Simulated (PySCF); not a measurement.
CH₉FN₂Si₂, SMILES CN[Si@@H](F)N[SiH3].

Coordinates come from a B3LYP-D3(BJ)/def2-SVP optimisation. The structure was generated by enumeration; whether it is a known compound was not checked. Other conformers were not sampled.

Two levels are set side by side: PBE/def2-TZVP (PySCF) and r2SCAN/def2-TZVP (PySCF). Same geometry, gas phase. Differences are taken from unrounded values.

```csv
quantity,r2SCAN,PBE,PBE minus r2SCAN
orbital gap (eV),5.89,5.15,-0.75
highest occupied level (eV),-5.98,-5.70,0.28
lowest empty level (eV),-0.08,-0.55,-0.47
dipole moment (D),2.32,2.28,-0.03
mean polarisability (bohr³),77.5,80.4,2.9
```

Rough cost on one machine, each run with all the roots and properties that it gave: r2SCAN against PBE about 3 times.
